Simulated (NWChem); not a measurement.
System: C3H6Ge; SMILES C=C=[CH][GeH3]

The following NWChem deck was run.

```
start job
memory heap 200 mb stack 900 mb global 1100 mb
geometry units angstroms noautoz
  C      0.452279    -2.902790     0.000976
  C     -0.221011    -1.769252     0.000180
  C     -0.858370    -0.617542    -0.000671
  Ge     0.093305     1.093139    -0.002173
  H      0.741652    -3.396513     0.944022
  H      0.741300    -3.398022    -0.941396
  H     -1.964292    -0.602427    -0.000515
  H     -0.300578     1.913579    -1.259569
  H     -0.296769     1.913839     1.256259
  H      1.614397     0.813688    -0.004342
end
basis spherical
  C library def2-svp
  Ge library def2-svp
  H library def2-svp
end
dft
  xc xwpbe 0.80 cpbe96 1.0 hfexch 1.00
  cam 0.2 cam_alpha 0.2 cam_beta 0.8
  iterations 150
  vectors input atomic output neutral.movecs
end
task dft energy
charge 1
dft
  odft
  mult 2
  vectors input atomic output cation.movecs
end
task dft energy
```

Parts of the log:

```
             Northwest Computational Chemistry Package (NWChem) 7.3.0
             --------------------------------------------------------

 CS  symmetry detected

                             Geometry "geometry" -> ""
                             -------------------------

 Output coordinates in angstroms (scale by  1.889725989 to convert to a.u.)

  No.       Tag          Charge          X              Y              Z
 ---- ---------------- ---------- -------------- -------------- --------------
    1 C                    6.0000     0.44615565    -2.91310532     0.00000000
    2 C                    6.0000    -0.22307065    -1.77716315     0.00000000
    3 C                    6.0000    -0.85630110    -0.62317773     0.00000000
    4 Ge                  32.0000     0.10149405     1.08408484     0.00000000
    5 H                    1.0000     0.73357999    -3.40861542     0.94270932
    6 H                    1.0000     0.73357999    -3.40861542    -0.94270932
    7 H                    1.0000    -1.96216189    -0.60410246     0.00000000
    8 H                    1.0000    -0.28754349     1.90605265    -1.25791394
    9 H                    1.0000    -0.28754349     1.90605265     1.25791394
   10 H                    1.0000     1.62157584     0.79919017     0.00000000

 Effective nuclear repulsion energy (a.u.)     221.3635162249

      Symmetry information
      --------------------

 Group name             Cs
 Group number              2
 Group order               2
 No. of unique centers     8

  pbe96 is a nonlocal functional; adding pw91lda local functional.

                                 NWChem DFT Module
                                 -----------------

 Summary of "ao basis" -> "ao basis" (spherical)
 ------------------------------------------------------------------------------
       Tag                 Description            Shells   Functions and Types
 ---------------- ------------------------------  ------  ---------------------
 C                          def2-svp                 6       14   3s2p1d
 Ge                         def2-svp                12       32   5s4p3d
 H                          def2-svp                 3        5   2s1p

      Symmetry analysis of basis
      --------------------------

        a'         70
        a"         34

            General Information
            -------------------
          SCF calculation type: DFT
          Wavefunction type:  closed shell.
          No. of atoms     :    10
          No. of electrons :    56
           Alpha electrons :    28
            Beta electrons :    28
          Charge           :     0
          Spin multiplicity:     1
          Use of symmetry is: on ; symmetry adaption is: on
          Maximum number of iterations: 150
          AO basis - number of functions:   104
                     number of shells:    48
          Convergence on energy requested:  1.00D-06
          Convergence on density requested:  1.00D-05
          Convergence on gradient requested:  5.00D-04

              XC Information
              --------------
                     Hartree-Fock (Exact) Exchange  1.000
                     LC-wPBE(h)Exchange Functional  0.800
            Perdew 1991 LDA Correlation Functional  1.000 local
           PerdewBurkeErnz. Correlation Functional  1.000 non-local

           Range-Separation Parameters
           ---------------------------
           Alpha           :  0.20
           Beta            :  0.80
           Gamma           :  0.20
           Short-Range HF  :     F

             Grid Information
             ----------------
          Grid used for XC integration:  medium
          Radial quadrature: Mura-Knowles
          Angular quadrature: Lebedev.
          Tag              B.-S. Rad. Rad. Pts. Rad. Cut. Ang. Pts.
          ---              ---------- --------- --------- ---------
          C                   0.70       49          12.0       434
          Ge                  1.25      112          12.0       590
          H                   0.35       45          13.0       434
          Grid pruning is: on
          Number of quadrature shells:   439
          Spatial weights used:  Erf1

      Superposition of Atomic Density Guess
      -------------------------------------

 Sum of atomic energies:       -2190.91359601

      Non-variational initial energy
      ------------------------------

 Total energy =   -2192.977093
 1-e energy   =   -3488.864033
 2-e energy   =    1074.523423
 HOMO         =      -0.289520
 LUMO         =       0.008411

      Symmetry analysis of molecular orbitals - initial
      -------------------------------------------------

  Numbering of irreducible representations:

     1 a'          2 a"

  Orbital symmetries:

     1 a'          2 a'          3 a'          4 a'          5 a"
     6 a'          7 a'          8 a'          9 a'         10 a'
    11 a"         12 a'         13 a'         14 a"         15 a'
    16 a'         17 a"         18 a'         19 a'         20 a'
    21 a'         22 a"         23 a'         24 a'         25 a"
    26 a'         27 a"         28 a'         29 a"         30 a'
    31 a'         32 a'         33 a'         34 a"         35 a'
    36 a'         37 a"         38 a'

   convergence    iter        energy       DeltaE   RMS-Dens  Diis-err
 ---------------- ----- ----------------- --------- --------- ---------
 d= 0,ls=0.0,diis     1  -2194.0875603414 -2.42D+03  5.63D-03  2.64D-01
 d= 0,ls=0.0,diis     2  -2194.1237005749 -3.61D-02  1.27D-03  1.18D-02
 d= 0,ls=0.0,diis     3  -2194.1249174876 -1.22D-03  4.64D-04  2.71D-03
 d= 0,ls=0.0,diis     4  -2194.1252143467 -2.97D-04  1.48D-04  5.37D-04
 d= 0,ls=0.0,diis     5  -2194.1252807781 -6.64D-05  5.01D-05  1.66D-05
  Resetting Diis
 d= 0,ls=0.0,diis     6  -2194.1252843842 -3.61D-06  1.68D-05  2.42D-06
 d= 0,ls=0.0,diis     7  -2194.1252849358 -5.52D-07  7.25D-06  2.51D-07

[...]
```

Level: LRC-wPBEh/def2-SVP, vertical spin-unrestricted ions. The geometry was optimised at PBE-D3(BJ)/def2-SVP.
